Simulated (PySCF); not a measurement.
Computed properties of ClH₆NSi₃, SMILES Cl[SiH]1[SiH2]N[SiH2]1

ClH6NSi3, SMILES Cl[SiH]1[SiH2]N[SiH2]1. The structure is a stationary point at PBE0-D3(BJ)/def2-SVP. This is a generated structure with no PubChem entry under its InChIKey; it may be hypothetical. One conformer was computed; it need not be the lowest. All values are computed for the isolated molecule unless a solvent is named; none is compared with measurement here.

**Structure.** The optimised structure has Cs symmetry. All 27 harmonic modes at PBE0-D3(BJ)/def2-SVP (PySCF) are real, so it is a minimum. With heavy atoms numbered as in [Cl:1][SiH:2]1[SiH2:3][NH:4][SiH2:5]1, the shortest bond between them is Si3–N4 at 1.758 Å and the longest Si2–Si5 at 2.353 Å.

**Vibrations.** The strongest infrared lines (harmonic, unscaled, degenerate partners summed) lie at 891 cm⁻¹ (272 km/mol, H 61 %, Si 21 %, N 19 %), 964 cm⁻¹ (237 km/mol, H 96 %), 2201 cm⁻¹ (205 km/mol, H 97 %). The softest mode is at 63 cm⁻¹ and the zero-point energy is 38.9 kcal/mol.

**Electronic structure.** HF/def2-TZVP (PySCF) places the frontier levels at -9.62 and 2.08 eV, a gap of 11.70 eV, and gives a dipole moment of 2.15 D and a mean polarisability of 91.9 bohr³. PBE/def2-TZVP (PySCF) at the same geometry gives -6.20 and -1.81 eV, so its gap is 7.31 eV narrower. An orbital gap is neither the optical nor the fundamental gap.

**Excitations.** TDDFT-CAM-B3LYP/def2-SVPD (PySCF) has S1 at 5.13 eV (242 nm, f = 0.001, dark); the most intense of the 10 singlets computed lies at 6.75 eV (f = 0.20). T1 (TDA) is at 4.56 eV. TDDFT-PBE/def2-SVPD (PySCF) puts S1 at 4.63 eV. No vertical singlet excitation falls in the visible range (under 3.1 eV).

**NMR.** GIAO shifts at PBE0/pcSseg-1 (PySCF) (non-relativistic, atoms alike by connectivity averaged): ¹H from 0.3 to 6.2 ppm against TMS; ²⁹Si from -11.4 to 16.4 ppm against TMS. Without spin–orbit terms, shifts of atoms bonded to Cl or Br come out too high.
